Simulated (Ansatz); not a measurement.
K2Te, relaxed as a quintet with UKS PBE-D4/def2-TZVP in Ansatz, starting from the PBE-D4/def2-TZVP geometry of the neutral singlet. Force threshold 0.02 eV/Å.

In the def2 sets Te takes a core potential; there is no spin–orbit coupling. The relaxation made no stability test and no search for a lower SCF solution. At PBE-D4/def2-TZVP a singlet of charge 0 lies 3.97 eV below the quintet, each at its own geometry. The structure comes from a short search, and lower isomers may exist.

Start:

```tsv
atom	x (Å)	y (Å)	z (Å)
K1	2.182	1.537	-0.463
K2	-2.459	-1.042	-0.451
Te3	0.278	-0.495	0.914
```

Question: Estimate the energy that the relaxation releases and the steps that it takes.

Answer: 1.06 eV, in 15 steps; 22 s on 4 threads of Arm Neoverse V1 on a shared host. The force fell under the threshold at step 9, but the optimiser went on and released 0.035 eV more. No frequencies were taken in this run, so the end may be a saddle point.

Question: Does the start keep its bonding?

Answer: By distances, no bond broke or formed. The bond that changes most is K2–Te3, from 3.11 to 4.29 Å (atoms count from 1).

Question: Predict the relaxed structure.

Answer: 
```tsv
atom	x (Å)	y (Å)	z (Å)
K1	3.726	2.120	-0.080
K2	-3.768	-2.044	-0.061
Te3	0.043	-0.076	0.141
```
Bond lengths (bridged metal pairs left out): .
